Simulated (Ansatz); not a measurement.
Isomers of CH$_{2}$FNOSi, relaxed with PBE0-D4/def2-TZVP in Ansatz; electronic energies, one conformer each and not always the lowest. Functionals use def2-TZVPP; CBS adds triple-zeta CCSD(T) − MP2 to the MP2 limit of def2-TZVPP and def2-QZVPP.

Problem. Order them by energy at frozen-core CCSD(T)/CBS, lowest first. (Estimate.)
A. `O[Si]1(F)C=N1`
B. `O=C=N[SiH2]F`
C. `O=C1N[SiH]1F`

Solution. B (0.0 kJ/mol), A (105.8 kJ/mol), C (172.1 kJ/mol).

Problem. How do B3LYP-D4, HF/CBS(def2), r2SCAN-D4, PBE0-D4 place them (kJ/mol, against `O=C=N[SiH2]F`)? (An estimate is asked.)

Solution. Computed: 
```json
{"isomer": "`O[Si]1(F)C=N1`", "B3LYP-D4": "139.9", "HF/CBS(def2)": "146.5", "r2SCAN-D4": "131.7", "PBE0-D4": "124.9"}
{"isomer": "`O=C1N[SiH]1F`", "B3LYP-D4": "179.6", "HF/CBS(def2)": "226.3", "r2SCAN-D4": "168.2", "PBE0-D4": "160.4"}
```

B3LYP here is the variant with VWN-RPA as its local correlation; programs differ in this.
